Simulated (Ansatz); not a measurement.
The cluster TlCl₂, relaxed as a doublet with UKS r2SCAN-D4/def2-TZVP in Ansatz, starting from the GFN2-xTB geometry. Force threshold 0.02 eV/Å.

In the def2 sets Tl takes a core potential; there is no spin–orbit coupling. The structure comes from a short search, and lower isomers may exist.

Start:

| atom | x (Å) | y (Å) | z (Å) |
| --- | --- | --- | --- |
| Tl1 | 0.3317 | -0.7752 | -1.0276 |
| Cl2 | 0.2254 | -1.0748 | 1.7464 |
| Cl3 | -0.5571 | 1.8500 | -0.7189 |

```json
{"step": "1", "energy (eV)": "-29742.0710", "largest force component (eV/Å)": "1.373", "SCF passes": "32"}
{"step": "2", "energy (eV)": "-29742.4311", "largest force component (eV/Å)": "1.176", "SCF passes": "33"}
{"step": "3", "energy (eV)": "-29742.7018", "largest force component (eV/Å)": "0.425", "SCF passes": "27"}
{"step": "4", "energy (eV)": "-29742.7702", "largest force component (eV/Å)": "0.152", "SCF passes": "27"}
{"step": "5", "energy (eV)": "-29742.7809", "largest force component (eV/Å)": "0.088", "SCF passes": "22"}
{"step": "6", "energy (eV)": "-29742.7854", "largest force component (eV/Å)": "0.013", "SCF passes": "25"}
```

Force components are those of the run's own axes.

End:

```csv
atom,x (Å),y (Å),z (Å)
Tl1,0.1788,-0.4181,-0.5530
Cl2,0.3568,-1.4587,1.6819
Cl3,-0.5356,1.8768,-1.1289
```

By distances, no bond broke or formed. The bond that changes most is Tl1–Cl2, from 2.79 to 2.47 Å (atoms count from 1).

No frequencies were taken in this run, so the end may be a saddle point.

Hardware: 4 threads of Arm Neoverse V2 on a shared host. Wall time 13 s.
